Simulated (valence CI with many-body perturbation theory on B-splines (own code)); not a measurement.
# Forbidden lines of Er⁴⁷⁺

Calculated by relativistic CI+MBPT: three valence electrons over a frozen Dirac-Fock core [Ar], radial functions for each j: 7 s, 7 p, 8 d, 6 f, 4 g, 1 h, with the one-electron correlation potential Σ1, the two-electron term Σ2, the three-electron term Σ3, Breit, model QED; selected CI, second order for the rest, scaled by the run's own slope (own B-spline code, finite nucleus).

The last digits are not significant, and no measured levels were compared; by estimate large intervals hold to a few tenths of a per cent, small ones and those within an open d or f shell to about a per cent. Only levels of the ground parity were solved; by the run's estimate the other parity begins above the list, which can be wrong where configurations are misplaced.

Lines 1 to 50 of 54 in falling wavelength, among levels below 1407500 cm⁻¹, chosen from the decays that carry over 1 % of a level's rate. Wavelengths and rates use the calculated energies. Electric multipoles are in the length gauge, E1 and E2 with the static RPA response of the core. Weak lines are less certain than strong ones. Lines between different terms over intervals too small for the method are left out, as are lines whose strength nearly cancels. The highest levels of a list are the least certain. Branching is blank where the lifetime is uncertain.

Levels are named by their leading jj configuration (3d3/2^4 stands for four electrons in 3d with j = 3/2), which in mixed levels can hold well under half, so a name can repeat and another be missing. Letters in brackets count levels of one name in rising energy.

```
λ vac (nm)                      Upper                      Lower  Type   A (s⁻¹)  Branch %
      3051      (3d3/2^2 3d5/2) J=9/2      (3d3/2^2 3d5/2) J=7/2    M1  2.60e-01          
     139.9      (3d3/2^2 3d5/2) J=7/2  (3d3/2^2 3d5/2) J=5/2 [a]    M1  5.06e+03      98.5
     58.41  (3d3/2 3d5/2^2) J=7/2 [b]  (3d3/2 3d5/2^2) J=7/2 [a]    M1  1.11e+04       1.9
     57.31  (3d3/2^2 3d5/2) J=5/2 [b]      (3d3/2^2 3d5/2) J=7/2    M1  5.82e+03       4.3
     50.47  (3d3/2^2 3d5/2) J=5/2 [b]      (3d3/2^2 3d5/2) J=3/2    M1  2.88e+04      21.3
     46.16  (3d3/2 3d5/2^2) J=3/2 [b]      (3d3/2 3d5/2^2) J=1/2    M1  2.70e+04       2.2
     44.10  (3d3/2 3d5/2^2) J=3/2 [a]  (3d3/2^2 3d5/2) J=5/2 [b]    M1  2.69e+04       1.2
     43.08            (3d5/2^3) J=3/2  (3d3/2 3d5/2^2) J=3/2 [b]    M1  5.14e+04       2.2
     42.10  (3d3/2 3d5/2^2) J=3/2 [b]  (3d3/2 3d5/2^2) J=3/2 [a]    M1  4.33e+04       3.5
     40.66  (3d3/2^2 3d5/2) J=5/2 [b]  (3d3/2^2 3d5/2) J=5/2 [a]    M1  8.76e+03       6.5
     37.71  (3d3/2 3d5/2^2) J=5/2 [a]  (3d3/2^2 3d5/2) J=5/2 [b]    M1  1.62e+05      14.6
     32.81            (3d5/2^3) J=5/2  (3d3/2 3d5/2^2) J=3/2 [b]    M1  1.10e+05       3.7
     31.28  (3d3/2 3d5/2^2) J=5/2 [b]  (3d3/2^2 3d5/2) J=5/2 [b]    M1  3.23e+05      44.8
     30.38  (3d3/2 3d5/2^2) J=7/2 [b]  (3d3/2^2 3d5/2) J=5/2 [b]    M1  6.52e+04      11.3
     30.25            (3d5/2^3) J=9/2     (3d3/2 3d5/2^2) J=11/2    M1  7.46e+04       3.4
     30.08  (3d3/2 3d5/2^2) J=7/2 [a]      (3d3/2^2 3d5/2) J=7/2    M1  3.47e+05      19.3
     29.56  (3d3/2^2 3d5/2) J=5/2 [a]            (3d3/2^3) J=3/2    M1  9.57e+05     100.0
     27.73      (3d3/2 3d5/2^2) J=9/2      (3d3/2^2 3d5/2) J=9/2    M1  6.64e+05      63.2
     27.48      (3d3/2 3d5/2^2) J=9/2      (3d3/2^2 3d5/2) J=7/2    M1  3.87e+05      36.8
     26.54            (3d5/2^3) J=3/2  (3d3/2 3d5/2^2) J=5/2 [b]    M1  4.87e+04       2.1
     25.90      (3d3/2^2 3d5/2) J=3/2            (3d3/2^3) J=3/2    M1  7.90e+05      99.8
     25.83  (3d3/2 3d5/2^2) J=3/2 [a]      (3d3/2^2 3d5/2) J=1/2    M1  2.30e+05      10.3
     24.91            (3d5/2^3) J=9/2      (3d3/2 3d5/2^2) J=9/2    M1  8.79e+05      40.3
     24.76  (3d3/2 3d5/2^2) J=7/2 [a]  (3d3/2^2 3d5/2) J=5/2 [a]    M1  1.45e+06      80.6
     24.51      (3d3/2 3d5/2^2) J=1/2      (3d3/2^2 3d5/2) J=1/2    M1  1.33e+06      94.0
     24.40      (3d3/2^2 3d5/2) J=7/2            (3d3/2^3) J=3/2    E2  7.78e+01       1.5
     23.59      (3d3/2^2 3d5/2) J=1/2            (3d3/2^3) J=3/2    M1  2.95e+05      99.5
     23.53  (3d3/2 3d5/2^2) J=3/2 [a]      (3d3/2^2 3d5/2) J=3/2    M1  1.33e+06      59.7
     23.19            (3d5/2^3) J=3/2  (3d3/2 3d5/2^2) J=5/2 [a]    M1  8.02e+05      34.9
     23.18     (3d3/2 3d5/2^2) J=11/2      (3d3/2^2 3d5/2) J=9/2    M1  4.30e+05      99.6
     23.10            (3d5/2^3) J=9/2  (3d3/2 3d5/2^2) J=7/2 [a]    M1  1.22e+06      55.7
     22.74  (3d3/2 3d5/2^2) J=5/2 [a]      (3d3/2^2 3d5/2) J=7/2    M1  6.97e+04       6.3
     22.73            (3d5/2^3) J=5/2  (3d3/2 3d5/2^2) J=7/2 [b]    M1  3.02e+05      10.2
     22.43      (3d3/2 3d5/2^2) J=1/2      (3d3/2^2 3d5/2) J=3/2    M1  7.72e+04       5.5
     22.28            (3d5/2^3) J=3/2      (3d3/2 3d5/2^2) J=1/2    M1  5.39e+05      23.4
     22.25            (3d5/2^3) J=5/2  (3d3/2 3d5/2^2) J=5/2 [b]    M1  5.39e+05      18.2
     21.58  (3d3/2 3d5/2^2) J=5/2 [a]      (3d3/2^2 3d5/2) J=3/2    M1  7.35e+05      66.5
     21.54  (3d3/2 3d5/2^2) J=3/2 [b]  (3d3/2^2 3d5/2) J=5/2 [b]    M1  7.58e+05      61.6
     21.29            (3d5/2^3) J=3/2  (3d3/2 3d5/2^2) J=3/2 [a]    M1  8.43e+05      36.6
     21.15  (3d3/2 3d5/2^2) J=3/2 [a]  (3d3/2^2 3d5/2) J=5/2 [a]    M1  6.30e+05      28.2
     20.23  (3d3/2 3d5/2^2) J=5/2 [b]      (3d3/2^2 3d5/2) J=7/2    M1  3.53e+05      49.0
     19.98  (3d3/2 3d5/2^2) J=7/2 [b]      (3d3/2^2 3d5/2) J=9/2    M1  2.17e+05      37.5
     19.85  (3d3/2 3d5/2^2) J=7/2 [b]      (3d3/2^2 3d5/2) J=7/2    M1  2.25e+05      39.0
     19.84            (3d5/2^3) J=5/2  (3d3/2 3d5/2^2) J=5/2 [a]    M1  6.51e+05      21.9
     19.56  (3d3/2 3d5/2^2) J=5/2 [a]  (3d3/2^2 3d5/2) J=5/2 [a]    M1  1.27e+05      11.5
     19.31  (3d3/2 3d5/2^2) J=5/2 [b]      (3d3/2^2 3d5/2) J=3/2    M1  7.21e+03       1.0
     18.44            (3d5/2^3) J=5/2  (3d3/2 3d5/2^2) J=3/2 [a]    M1  8.71e+05      29.3
     17.68  (3d3/2 3d5/2^2) J=5/2 [b]  (3d3/2^2 3d5/2) J=5/2 [a]    M1  2.67e+04       3.7
     17.39  (3d3/2 3d5/2^2) J=7/2 [b]  (3d3/2^2 3d5/2) J=5/2 [a]    M1  5.59e+04       9.7
     17.12  (3d3/2^2 3d5/2) J=5/2 [b]            (3d3/2^3) J=3/2    M1  9.16e+04      67.8
```
